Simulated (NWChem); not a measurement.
All runs are NWChem calculations. System: H$_{2}$Zn, charge 0, spin multiplicity 1, at a geometry optimised with PBE0/def2-SVP. The structure started from a generated list of species. Level: CAM-B3LYP/def2-TZVP.

The NWChem input:

```
start mol
memory heap 200 mb stack 900 mb global 1100 mb
geometry units angstroms nocenter noautoz
  Zn     0.000000     0.000000     0.000000
  H      0.000000     0.000000     1.550121
  H      0.000000     0.000000    -1.550121
  symmetry group D2h
end
basis spherical
  * library def2-tzvp
end
dft
  xc xcamb88 1.00 lyp 0.81 vwn_5 0.19 hfexch 1.00
  cam 0.33 cam_alpha 0.19 cam_beta 0.46
  direct
  iterations 100
end
task dft energy
```

NWChem printed:

```
             Northwest Computational Chemistry Package (NWChem) 7.3.0
             --------------------------------------------------------

                                NWChem Input Module
                                -------------------

 Scaling coordinates for geometry "geometry" by  1.889725989
 (inverse scale =  0.529177249)

 Turning off AUTOSYM since
 SYMMETRY directive was detected!

                             Geometry "geometry" -> ""
                             -------------------------

 Output coordinates in angstroms (scale by  1.889725989 to convert to a.u.)

  No.       Tag          Charge          X              Y              Z
 ---- ---------------- ---------- -------------- -------------- --------------
    1 Zn                  30.0000     0.00000000     0.00000000     0.00000000
    2 H                    1.0000     0.00000000     0.00000000     1.55012100
    3 H                    1.0000     0.00000000     0.00000000    -1.55012100

 Effective nuclear repulsion energy (a.u.)      20.6533706494

            Nuclear Dipole moment (a.u.)
            ----------------------------
        X                 Y               Z
 ---------------- ---------------- ----------------
     0.0000000000     0.0000000000     0.0000000000

      Symmetry information
      --------------------

 Group name             D2h
 Group number             26
 Group order               8
 No. of unique centers     2

      Symmetry unique atoms

     1    2


 Summary of "ao basis" -> "" (spherical)
 ------------------------------------------------------------------------------
       Tag                 Description            Shells   Functions and Types
 ---------------- ------------------------------  ------  ---------------------
 *                         def2-tzvp                  on all atoms

                                 NWChem DFT Module
                                 -----------------

 Summary of "ao basis" -> "ao basis" (spherical)
 ------------------------------------------------------------------------------
       Tag                 Description            Shells   Functions and Types
[...]
  ----- ------------  ---------------      ----- ------------  ---------------
     5      0.559414  1 Zn s                  4     -0.194360  1 Zn s
    24     -0.193831  1 Zn d  0               3     -0.187002  1 Zn s
     6      0.180804  1 Zn s                 50      0.146958  2 H  s
    56      0.146958  3 H  s                 29     -0.114181  1 Zn d  0
    49      0.100544  2 H  s                 55      0.100544  3 H  s

 Vector   16  Occ=2.000000D+00  E=-3.457330D-01  Symmetry=b1u
              MO Center= -2.6D-29, -6.5D-29, -1.1D-15, r^2= 3.0D+00
   Bfn.  Coefficient  Atom+Function         Bfn.  Coefficient  Atom+Function
  ----- ------------  ---------------      ----- ------------  ---------------
    18      0.295601  1 Zn pz                50      0.246739  2 H  s
    56     -0.246739  3 H  s                 12     -0.169808  1 Zn pz
    51      0.165359  2 H  s                 57     -0.165359  3 H  s
    49      0.141805  2 H  s                 55     -0.141805  3 H  s
    21      0.096736  1 Zn pz                 9      0.060745  1 Zn pz

 Vector   17  Occ=0.000000D+00  E= 1.916737D-03  Symmetry=b3u
              MO Center=  6.2D-18,  1.6D-15, -5.9D-19, r^2= 5.5D+00
   Bfn.  Coefficient  Atom+Function         Bfn.  Coefficient  Atom+Function
  ----- ------------  ---------------      ----- ------------  ---------------
    19      0.758852  1 Zn px                16      0.324193  1 Zn px
    10     -0.146331  1 Zn px                 7      0.051947  1 Zn px

 Vector   18  Occ=0.000000D+00  E= 1.916737D-03  Symmetry=b2u
              MO Center=  7.0D-16,  1.2D-16,  6.1D-20, r^2= 5.5D+00
   Bfn.  Coefficient  Atom+Function         Bfn.  Coefficient  Atom+Function
  ----- ------------  ---------------      ----- ------------  ---------------
    20      0.758852  1 Zn py                17      0.324193  1 Zn py
    11     -0.146331  1 Zn py                 8      0.051947  1 Zn py

 Vector   19  Occ=0.000000D+00  E= 6.459986D-02  Symmetry=ag
              MO Center=  1.8D-19,  1.8D-19,  3.0D-16, r^2= 5.6D+00
   Bfn.  Coefficient  Atom+Function         Bfn.  Coefficient  Atom+Function
  ----- ------------  ---------------      ----- ------------  ---------------
     6      2.051564  1 Zn s                 51     -1.220357  2 H  s
    57     -1.220357  3 H  s                  5      0.214193  1 Zn s
    39      0.173445  1 Zn d  0              50     -0.156035  2 H  s
    56     -0.156035  3 H  s                 24      0.155131  1 Zn d  0
    49     -0.104886  2 H  s                 55     -0.104886  3 H  s

 center of mass
 --------------
 x =   0.00000000 y =   0.00000000 z =   0.00000000

 moments of inertia (a.u.)
 ------------------
          17.295932993302           0.000000000000           0.000000000000
           0.000000000000          17.295932993302           0.000000000000
           0.000000000000           0.000000000000           0.000000000000

     Multipole analysis of the density
     ---------------------------------

     L   x y z        total         alpha         beta         nuclear
     -   - - -        -----         -----         ----         -------
     0   0 0 0     -0.000000    -16.000000    -16.000000     32.000000

     1   1 0 0      0.000000      0.000000      0.000000      0.000000
     1   0 1 0     -0.000000     -0.000000     -0.000000      0.000000
     1   0 0 1      0.000000      0.000000      0.000000      0.000000

     2   2 0 0    -11.296042     -5.648021     -5.648021      0.000000
     2   1 1 0     -0.000000     -0.000000     -0.000000      0.000000
     2   1 0 1     -0.000000     -0.000000     -0.000000      0.000000
     2   0 2 0    -11.296042     -5.648021     -5.648021      0.000000
     2   0 1 1     -0.000000     -0.000000     -0.000000      0.000000
     2   0 0 2    -15.896386    -16.529015    -16.529015     17.161643

 Task  times  cpu:        7.3s     wall:        7.3s

 Total times  cpu:        7.3s     wall:        7.3s
```
